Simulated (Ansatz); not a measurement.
GaGe22H32, a doped nanocrystal cut from the lattice of germanium (Ga on an inner site), 55 atoms. Hardware: 11 threads of AMD EPYC 7R13 on a shared host and a whole NVIDIA H100 80GB HBM3.

Single mean-field runs in def2-SVP, def2-mTZVP are fitted with def2-universal-jkfit.

(1) How many basis functions does each of these Ansatz runs have, and roughly what does it cost? PBE0-D4/def2-SVP, charge -1 singlet at the geometry of the charge 0 doublet, energy; PBE-D4/def2-SVP, charge 0 doublet, energy, from earlier orbitals; PBE-D4/def2-SVP, charge -1 singlet at the geometry of the charge 0 doublet, energy, from earlier orbitals; PBE-D4/def2-SVP, charge 1 singlet at the geometry of the charge 0 doublet, energy, from earlier orbitals; B97M-V/def2-SVP, charge 1 singlet at the geometry of the charge 0 doublet, energy, from earlier orbitals; r2SCAN-D4/def2-SVP, charge 0 doublet, relaxation, 10 steps; PBE0-D4/def2-SVP, charge 1 singlet at the geometry of the charge 0 doublet, energy; B97M-V/def2-SVP, charge -1 singlet at the geometry of the charge 0 doublet, energy, from earlier orbitals; PBE0-D4/def2-SVP, charge 0 doublet, energy and forces, from earlier orbitals; r2SCAN-D4/def2-mTZVP, charge 0 doublet, energy, from earlier orbitals; r2SCAN-D4/def2-SVP, charge 0 doublet, energy, from earlier orbitals; B97M-V/def2-SVP, charge 0 doublet, energy and forces, from earlier orbitals.

## Answers

(1) Other jobs shared the machine, so times can vary by a factor of up to 3.

```csv
run,functions,fitting or Cholesky vectors,wall time,peak host memory (GiB)
"PBE-D4/def2-SVP, charge -1 singlet at the geometry of the charge 0 doublet, energy, from earlier orbitals",896,6694,5.5 s,1.6
"PBE-D4/def2-SVP, charge 1 singlet at the geometry of the charge 0 doublet, energy, from earlier orbitals",896,6694,6 s,1.6
"PBE-D4/def2-SVP, charge 0 doublet, energy, from earlier orbitals",896,6694,8 s,1.6
"B97M-V/def2-SVP, charge -1 singlet at the geometry of the charge 0 doublet, energy, from earlier orbitals",896,6694,8.5 s,1.9
"PBE0-D4/def2-SVP, charge -1 singlet at the geometry of the charge 0 doublet, energy",896,6694,9 s,1.6
"r2SCAN-D4/def2-SVP, charge 0 doublet, energy, from earlier orbitals",896,6694,9 s,2.1
"B97M-V/def2-SVP, charge 1 singlet at the geometry of the charge 0 doublet, energy, from earlier orbitals",896,6694,9 s,1.9
"r2SCAN-D4/def2-mTZVP, charge 0 doublet, energy, from earlier orbitals",924,6694,10 s,2.1
"PBE0-D4/def2-SVP, charge 1 singlet at the geometry of the charge 0 doublet, energy",896,6694,11 s,1.6
"B97M-V/def2-SVP, charge 0 doublet, energy and forces, from earlier orbitals",896,6694,16 s,2.9
"PBE0-D4/def2-SVP, charge 0 doublet, energy and forces, from earlier orbitals",896,6694,31 s,20
"r2SCAN-D4/def2-SVP, charge 0 doublet, relaxation, 10 steps",896,6694,81 s,1.9
```
